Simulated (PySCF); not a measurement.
## Stationary points of SnF₄

Computed with PySCF, PBE0, basis Sn def2-SVP with ECP28, F def2-SVP (scalar-relativistic core potentials, no spin–orbit coupling, density fitting).

Relaxations began from a few typed shapes. The search is not exhaustive: other isomers or separated fragments can lie lower, and high-lying points may rest on an excited occupation.

Problem. Which is the lowest minimum found?
A. singlet D4h: Sn–F 1.917 Å (×4); F–Sn–F 90.0° (×4), F–Sn–F 180.0° (×2)
B. singlet Td: Sn–F 1.902 Å (×4); F–Sn–F 109.5° (×6)

Solution. B. The others lie at 118.8 (singlet D4h, a saddle point) kJ/mol above it.

Counting electrons, tin keeps none of its valence electrons outside its bonds, so the VSEPR class is AX4 and the expected shape is tetrahedral (Td), as computed.
